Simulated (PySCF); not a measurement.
**Static response to an electric field**

Compound: hydroquinone, C6H6O2.
Cartesian coordinates in Å at the GFN2-xTB level; atoms count from 1:
```
atom  x, y, z in Å
O1    -2.692    0.577    0.108
C2    -1.364    0.270    0.051
C3    -0.912   -1.030   -0.143
C4     0.442   -1.299   -0.196
C5     1.364   -0.270   -0.054
O6     2.692   -0.577   -0.112
C7     0.912    1.030    0.140
C8    -0.442    1.299    0.192
H9    -3.215   -0.226   -0.002
H10   -1.624   -1.837   -0.254
H11    0.800   -2.305   -0.347
H12    3.215    0.225    0.001
H13    1.624    1.836    0.252
H14   -0.800    2.305    0.342
```

Level: PBE0/def2-SVPD (PySCF), static field, nuclei fixed, core orbitals frozen in the response. The polarisability tensor in these axes (au):

```
x   101.08  -0.43  -0.59
y    -0.43  83.20   5.44
z    -0.59   5.44  46.82
```

What are the eigenvalues, a third of the trace, and Δα (Δα² = ½Σ(αi − αj)² over the three pairs)?

Principal values 46.02, 83.98 and 101.10 au; mean 77.04 au = 11.42 Å³ = 12.70 × 10⁻⁴⁰ C²·m²/J; Δα = 48.83 au (63 % of the mean).

What is the dipole moment?

0.00 D; point group C2h allows none.

Along which axes do the principal values lie, and how far do the nuclei extend along each?

Largest value along (1.00, -0.03, -0.01), where the nuclei span 6.41 Å; middle along (0.03, 0.99, 0.14), 4.61 Å; least along (0.01, -0.14, 0.99), 0.00 Å. The response follows the extents in order.

Molar refractivity from α?

Lorentz–Lorenz: R = (4π/3)N_A α = 2.5225 cm³/(mol·Å³) × 11.42 Å³ = 28.8 cm³/mol, in the limit of long wavelengths.

Rayleigh depolarisation ratio (linearly polarised light, static tensor)?

ρ = 3Δα²/(45ᾱ² + 4Δα²) = 7152.3/(267048 + 9536.3) = 0.0259.

One conformer (not necessarily the lowest) at the GFN2-xTB geometry, without solvent, vibrations or thermal averaging.
